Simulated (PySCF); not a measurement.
A calculated (M06-L, PySCF 2.14, x2c-TZVPall, scalar relativity by spin-free X2C-1e) atom or ion has these occupied shells.

```tsv
shell	electrons	orbital energy (eV)	rms radius, mean of both spins (bohr)
1s α	1	-8247.5	0.0624
1s β	1	-8247.5	0.0624
2s α	1	-1012.7	0.265
2s β	1	-1011.2	0.265
2p α	3	-871.02	0.238
2p β	3	-869.90	0.238
3s α	1	-136.46	0.793
3s β	1	-132.00	0.793
3p α	3	-94.716	0.846
3p β	3	-90.692	0.846
3d α	5	-29.187	1.09
3d β	3	-27.252	1.09
```

Problem. Name the element and its charge.

Solution. Ni²⁺ (nickel, charge +2), in [Ar] 3d8, high-spin 3F determinant.
